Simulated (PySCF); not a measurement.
GeF₄ was optimised in PySCF in the def2-TZVP basis family (density fitting, no spin–orbit coupling) with several functionals.

One of them gave a singlet of Td symmetry with a mean bond of 1.716 Å to Ge, wavenumbers 188 (×2), 254 (×3), 681, 749 (×3) cm⁻¹ and a HOMO–LUMO gap of 7.16 eV.

Q: Which level of theory was it?
A. B3LYP
B. PBE
C. PBE0

A: B. That is PBE, with Ge–F 1.716 Å (×4). The others give B3LYP 1.702 Å and 780 cm⁻¹ for the highest mode; PBE0 1.692 Å and 797 cm⁻¹ for the highest mode.

Only the bonding shown was studied: isomers, or loss of a ligand pair, can lie lower.
